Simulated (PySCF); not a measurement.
# Cd(3+) (cadmium, charge +3): UHF calculation

Configuration: [Kr] 4d9, 2D determinant. Calculation: PySCF 2.14, in x2c-QZVPPall with one added diffuse shell each of s, p, d, f, g type (14s9p8d5f3g, 143 functions); scalar relativity by spin-free X2C-1e.

- Total energy: -5589.227679 hartree
- One-electron energy: -7646.0723 hartree
- Hartree (Coulomb) energy: 2209.4319 hartree
- Exchange energy: -152.5873 hartree
- ⟨S²⟩: 0.7521
- ⟨L²⟩: 6.024
- Sum of ⟨r⟩: 25.41 bohr
- Sum of ⟨r²⟩: 25.67 bohr²
- Traceless quadrupole moment −½Σ⟨3z² − r²⟩ along its main axis: -0.420 e·bohr²
- Langevin diamagnetic susceptibility: -20.3 ×10⁻⁶ cm³/mol

| shell | electrons | mean orbital energy (eV) | spread (eV) | rms radius, mean of both spins (bohr) |
| --- | --- | --- | --- | --- |
| 1s β | 1 | -26882.5 | 0 | 0.0348 |
| 1s α | 1 | -26882.5 | 0 | 0.0348 |
| 2s α | 1 | -4110.4 | 0 | 0.142 |
| 2s β | 1 | -4110.0 | 0 | 0.142 |
| 2p α | 3 | -3686.9 | 0.444 | 0.127 |
| 2p β | 3 | -3686.4 | 0.058 | 0.127 |
| 3s α | 1 | -833.56 | 0 | 0.381 |
| 3s β | 1 | -833.35 | 0 | 0.381 |
| 3p α | 3 | -690.86 | 0.823 | 0.383 |
| 3p β | 3 | -690.61 | 0.562 | 0.383 |
| 3d α | 5 | -467.37 | 0.978 | 0.363 |
| 3d β | 5 | -466.80 | 1.560 | 0.363 |
| 4s α | 1 | -165.26 | 0 | 0.938 |
| 4s β | 1 | -163.05 | 0 | 0.938 |
| 4p α | 3 | -121.01 | 1.861 | 1.02 |
| 4p β | 3 | -118.29 | 1.472 | 1.02 |
| 4d α | 5 | -54.670 | 2.257 | 1.29 |
| 4d β | 4 | -53.457 | 1.679 | 1.29 |

Densities and radii are taken from the X2C orbitals without a picture-change correction, which distorts them close to the nucleus.

Spin-orbit constants ζ (cm⁻¹) from the X2C one-electron operator on these orbitals: bare nucleus, nucleus screened by l(l+1)(2l+1)/3 electrons, and screened by the Breit-Pauli mean field of the electrons.

| shell | bare | screened nucleus | mean field |
| --- | --- | --- | --- |
| 2p | 1034000 | 990900 | n/a |
| 3p | 187200 | 179400 | n/a |
| 3d | 27800 | 22010 | n/a |
| 4p | 30100 | 28840 | n/a |
| 4d | 3048 | 2413 | n/a |

To first order the Landé constant is A = -2413 cm⁻¹, so the lowest level has J = 5/2 and lies 0.299 eV below the centre of the term.
